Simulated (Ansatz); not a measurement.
Consider the substitution at a C–C bond: `O=CC[SiH3]` + H₂Se → `[SiH3]C[SeH]` + `C=O`.

Isolated molecules relaxed with PBE0-D4/def2-TZVP in Ansatz; ΔE leaves out vibrations. CCSD(T)/CBS adds triple-zeta CCSD(T) − MP2 to the extrapolated MP2 energy (def2 sets, frozen cores). This one scheme is used for every species. Functionals use def2-TZVPP. For Se outer-core shells are correlated without core-valence functions, which leaves a few kJ/mol of doubt a bond. Scalar relativity is left out up to krypton. Each species was taken in one conformer, which may not be the lowest.

`O=CC[SiH3]`:

Z-matrix (Å, degrees):
```
C
C 1 1.497
Si 1 1.889 2 112.7
H 1 1.097 2 108.4 3 -123.5
H 1 1.097 2 108.4 3 123.5
O 2 1.202 1 123.9 3 0.0
H 2 1.111 1 116.0 3 -180.0
H 3 1.483 1 110.6 2 -61.3
H 3 1.483 1 110.6 2 61.3
H 3 1.488 1 107.7 2 180.0
```

H₂Se:

```xyz
3

Se    0.572    0.230   -0.296
H     0.061   -1.099    0.054
H    -0.634    0.869    0.242
```

`[SiH3]C[SeH]`:

```xyz
9

Si    0.261   -0.527    0.916
C     0.341    0.702   -0.496
Se   -1.384    0.847   -1.410
H    -0.728   -0.071    1.924
H     1.596   -0.665    1.563
H    -0.151   -1.854    0.387
H     0.537    1.705   -0.110
H     1.119    0.464   -1.221
H    -1.590   -0.601   -1.552
```

`C=O`:

Cartesian coordinates in Å:
```
C -0.001 -0.004 0.001
O 0.330 1.089 -0.351
H 0.737 -0.808 0.197
H -1.065 -0.276 0.153
```

(1) Is it downhill or uphill in electronic energy at CCSD(T)/CBS, and by how much? (Estimate.)

(2) What do these levels give: B97M-V, CAM-B3LYP-D4, ωB97M-V, B2PLYP, PBE, BLYP, r2SCAN, HF/def2-SVP, CCSD/def2-SVP, CCSD(T)/def2-SVP, CCSD/def2-TZVPP, MP2/def2-QZVPP? (An estimate is asked.)

Largest T1 diagnostic among the species: 0.015.

## Answers

(1) Ansatz gave: Uphill: ΔE = +36.4 kJ/mol.

(2) Computed: B97M-V 46.0, CAM-B3LYP-D4 45.8, ωB97M-V 42.5, B2PLYP 39.4, PBE 42.6, BLYP 40.2, r2SCAN 45.8, HF/def2-SVP 56.2, CCSD/def2-SVP 55.4, CCSD(T)/def2-SVP 55.0, CCSD/def2-TZVPP 38.0, MP2/def2-QZVPP 33.3 kJ/mol.

Leaving LDA and LC-ωPBE aside and taking each functional with its dispersion term where it has one, the values, not all of them listed here, spread over 8.3 kJ/mol, from BLYP-D4 to B97M-V. LDA lies +13.2 kJ/mol from PBE without D4. From BLYP to BHLYP (50 % exact exchange), in def2-TZVPP and without D4, ΔE moves by +4.2 kJ/mol. At CCSD(T), def2-SVP lies +18.6 kJ/mol from the extrapolated value and def2-TZVPP +0.6 kJ/mol.
